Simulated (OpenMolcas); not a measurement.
**What dynamic correlation does to the levels of Cr IV**

```yaml
Program: OpenMolcas 26.06
Basis: ANO-R2 [6s4p4d2f]
Scalar_Hamiltonian: X2C, finite nucleus
Active_space: 9 electrons in 8 orbitals (RAS1 3p, at most 2 holes; RAS2 3d)
State_averaging: 2S+1 = 4 even, 10 roots; 2S+1 = 2 even, 40 roots
Spin-orbit_coupling: RASSI with atomic mean-field integrals over the reference wave functions, term energies averaged over their components
```

Methods on the same reference wave functions:
A. RASSCF
B. SS-RASPT2, IPEA 0.25 Eh, imaginary shift 0.1 Eh (closed shells correlated: 3s)
C. MS-RASPT2, IPEA 0.25 Eh, imaginary shift 0.1 Eh (closed shells correlated: 3s)

Energies in cm⁻¹ above 3d³ ⁴F_3/2, the measured ground level; measured values from Sugar and Corliss, J. Phys. Chem. Ref. Data 6, 317 (1977).

```tsv
Level	A	B	C	Measured
3d³ ⁴F_3/2	0.0	0.0	0.0	0.0
3d³ ⁴F_5/2	260	261	261	236
3d³ ⁴F_7/2	615	616	616	556
3d³ ⁴F_9/2	1058	1058	1058	946
3d³ ⁴P_1/2	16661	14780	14780	14059
3d³ ⁴P_3/2	16768	14890	14890	14177
3d³ ⁴P_5/2	17084	15200	15200	14471
3d³ ²G_7/2	18150	15800	15800	15052
3d³ ²G_9/2	18529	16180	16180	15402
3d³ ²P_1/2	21476	20340	20340	19519
3d³ ²P_3/2 [70 %]	21582	20290	20290	
3d³ ²D_3/2(1) [71 %]	23356	21600	21600	20650
3d³ ²D_5/2(1)	23623	21720	21680	20664
3d³ ²H_9/2	25372	22150	22150	21066
3d³ ²H_11/2	25663	22430	22430	21321
3d³ ²F_7/2	40400	35950	35950	34363
3d³ ²F_5/2	40561	36110	36110	34556
3d³ ²D_5/2(2)	59835	54960	55000	52975
3d³ ²D_3/2(2)	60058	55180	55190	53142
```

Deviations, from unrounded energies. A percentage is the sum of absolute deviations over the sum of measured energies, with the sign that they share, or ± where signs differ.

```csv
Against measurement,Levels,A,B,C
mean absolute deviation (cm-1),17,3300,950,950
fine structure of the ground term (%),3,+11.3,+11.4,+11.4
other terms of the ground configuration (%),14,+16.0,+4.5,+4.5
```

B, C lie about equally close to measurement and A furthest from it. The largest miss of B in the table is 3d³ ²D_3/2(2), by +2000 cm-1. The ranking rests on the paired levels alone, and a cruder setting can come out closer through cancelling errors.

Between B and C the level of the table that moves most is 3d³ ²D_5/2(1), by 41 cm-1 (lowest in C, highest in B). Moves below CASPT2's spread within the term are not significant.

The two smallest mean deviations differ by little beside CASPT2's spread within terms, so their order carries little weight.

From A to B the spin-free energies of the other terms of 3d³ shown, above ⁴F, scale by factors of 0.87 to 0.95, as is usual when dynamic correlation screens the repulsion within a d or f shell.

The lowest spin-free term lies below A's lowest term by 0.217 hartree in B, 0.217 hartree in C.

CASPT2 does not keep the components of a term degenerate, so their means are used; among the terms shown or strongly mixed into the levels shown the widest spread is 1100 cm-1 (3d³ ⁴F, C). Active for correlation alone: 3p; no level in the range computed is led by a configuration that opens it, so any true level of that kind is missing. Without dynamic correlation excited terms often stand tens of per cent too high (terms of higher spin than the ground term too low), and those without a measured partner can miss by more than the paired ones (holds for A). Computed and measured levels are paired by configuration, term and J; levels that our copy of the source lacks, or whose pairing is in doubt (as where it misses far off the trend of its configuration), stay unpaired and out of the deviations. Only configurations of the active space appear.

A share in square brackets marks a mixed level and gives the weight of the term that names it, the lowest over the columns. A number in round brackets counts repeated terms of one configuration in the order of the reference energies.
